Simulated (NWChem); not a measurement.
System: CH4BBrO; SMILES CB(O)Br

```xyz
8

B      0.0834    -0.9700     0.0000
Br     0.0317     1.0100     0.0000
C     -1.2497    -1.7863     0.0000
H     -1.8599    -1.5376     0.8772
H     -1.0595    -2.8646     0.0000
H     -1.8599    -1.5376    -0.8772
O      1.2902    -1.5703     0.0000
H      2.0321    -0.9453     0.0000
```
Atoms are numbered in this order, from 1.

Level: B3LYP/6-31G* (spherical d) (NWChem), optimised geometry, unscaled harmonic frequencies. This build's default masses of Se (78.918 u) and Br (79.917 u) are each other's, which moves their modes by up to 0.6 %. B3LYP is NWChem's, with the RPA form of VWN correlation.

**Question.** List the harmonic frequencies with IR intensities, and the thermochemistry.

**Answer.** 
```tsv
frequency (cm⁻¹)	IR intensity (km/mol)
94	1.1
251	1.0
322	11.6
413	0.2
507	40.0
637	138.2
862	12.6
905	8.4
949	73.5
1161	437.6
1357	75.1
1420	179.7
1494	6.8
1502	10.1
3049	0.4
3108	5.4
3133	14.5
3755	59.1
```

```
Property                                                                           Result
-----------------------------------------------------------------------  ----------------
zero-point energy                                                           35.6 kcal/mol
thermal correction to the enthalpy at 298.15 K (with zero-point energy)     39.5 kcal/mol
heat capacity Cv                                                         17.0 cal/(mol K)
entropy at 298.15 K and 1 atm (symmetry number 1)                        75.6 cal/(mol K)
dipole moment                                                                      1.05 D
```

Rigid rotor and harmonic oscillator; modes under 100 cm⁻¹ make the entropy uncertain.
